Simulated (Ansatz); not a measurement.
A set of 12 reactions (ligand exchange), with CCSD(T)/CBS values in kJ/mol:

```json
{"reaction": "`BCBO` + `N[SiH]1CN1` → `BN[SiH]1CN1` + `CBO`", "ΔE": "-124.7"}
{"reaction": "`O[SiH](O)O[SiH](O)F` + `BO` → `BO[SiH](O)F` + `O[SiH](O)O`", "ΔE": "32.0"}
{"reaction": "`B[NH][AlH2]` + `C1N[SiH2]1` → `[AlH2][N]1C[SiH2]1` + `BN`", "ΔE": "-35.1"}
{"reaction": "`[SiH3]C(Cl)Cl` + `NB(N)O` → `NB(N)O[SiH3]` + `ClCCl`", "ΔE": "-104.2"}
{"reaction": "`O[C]1([AlH2])CC1` + `CB[TeH]` → `CB[Te][AlH2]` + `OC1CC1`", "ΔE": "-119.3"}
{"reaction": "`CO[SiH](C)[GeH3]` + `O[Si](O)(O)O` → `CO[SiH](C)O[Si](O)(O)O` + GeH₄", "ΔE": "-121.7"}
{"reaction": "`B[SiH2]O[SiH2]F` + `C[Si](O)(O)O` → `BO[Si](C)(O)O` + `F[SiH2]O[SiH3]`", "ΔE": "-160.9"}
{"reaction": "`O/C=[C](\\[AlH2])[SiH3]` + HBr → `[AlH2][Br]` + `O/C=C/[SiH3]`", "ΔE": "-139.8"}
{"reaction": "`[SiH3][SiH2]OBCl` + `CSS` → `CSS[SiH3]` + `[SiH3]OBCl`", "ΔE": "-67.1"}
{"reaction": "`O[SiH2]F` + `CC(O)=S` → `CC(=S)O[SiH2]O` + H–F", "ΔE": "76.0"}
{"reaction": "`BC1[SiH2]S1` + `[SiH3]C[AsH2]` → `B[AsH]C[SiH3]` + `C1[SiH2]S1`", "ΔE": "15.2"}
{"reaction": "`O[SiH](O)N[SiH](O)Cl` + `[OH][GeH3]` → `O[SiH](Cl)[O][GeH3]` + `N[SiH](O)O`", "ΔE": "-50.9"}
```

Computed with Ansatz on PBE0-D4/def2-TZVP structures; ΔE is electronic, products minus reactants. CCSD(T)/CBS is the MP2 limit (def2-TZVPP, def2-QZVPP) plus CCSD(T) − MP2 in def2-TZVPP, frozen cores. This one scheme is used for every species. Double bonds are as drawn, so ΔE can hold a change between cis and trans. DFT in def2-TZVPP. B3LYP here is the variant with VWN-RPA as its local correlation; programs differ in this. Elements past krypton have def2 core potentials. For As, Br, Ge, Te outer-core shells are correlated without core-valence functions, which leaves a few kJ/mol of doubt a bond. Scalar relativity is left out up to krypton. One conformer a species, not always the lowest.

Give the mean, mean absolute and largest difference (level minus CCSD(T)/CBS, kJ/mol) for: PBE-D4, PBE0-D4, B3LYP-D4, ωB97M-V, PBE, r2SCAN, PBE0, B3LYP, MP2/def2-TZVPP, SCS-MP2/def2-TZVPP, CCSD/def2-TZVPP, CCSD(T)/def2-TZVPP, SCS-MP2/def2-QZVPP, HF/CBS(def2). (Estimate.)

Computed: 
```json
{"level": "PBE-D4", "mean": "7.4", "mean absolute": "7.8", "largest": "19.9"}
{"level": "PBE0-D4", "mean": "4.1", "mean absolute": "5.0", "largest": "11.1"}
{"level": "B3LYP-D4", "mean": "0.4", "mean absolute": "3.8", "largest": "4.7"}
{"level": "ωB97M-V", "mean": "1.3", "mean absolute": "2.8", "largest": "7.1"}
{"level": "PBE", "mean": "7.6", "mean absolute": "7.9", "largest": "23.1"}
{"level": "r2SCAN", "mean": "2.5", "mean absolute": "2.8", "largest": "12.5"}
{"level": "PBE0", "mean": "4.3", "mean absolute": "5.2", "largest": "14.1"}
{"level": "B3LYP", "mean": "0.7", "mean absolute": "5.0", "largest": "15.9"}
{"level": "MP2/def2-TZVPP", "mean": "-2.1", "mean absolute": "3.1", "largest": "-8.6"}
{"level": "SCS-MP2/def2-TZVPP", "mean": "-2.7", "mean absolute": "3.7", "largest": "-9.2"}
{"level": "CCSD/def2-TZVPP", "mean": "-0.7", "mean absolute": "2.2", "largest": "-5.1"}
{"level": "CCSD(T)/def2-TZVPP", "mean": "0.3", "mean absolute": "1.9", "largest": "4.1"}
{"level": "SCS-MP2/def2-QZVPP", "mean": "-3.0", "mean absolute": "3.9", "largest": "-8.5"}
{"level": "HF/CBS(def2)", "mean": "-9.4", "mean absolute": "12.7", "largest": "-29.8"}
```

The largest T1 diagnostic in the set is 0.017, for `CC(O)=S` (customary mark 0.02).

CCSD(T)/CBS is a level of theory with its own doubt, and the functionals carry their triple-zeta basis error, so these figures describe this set and don't rank the functionals.
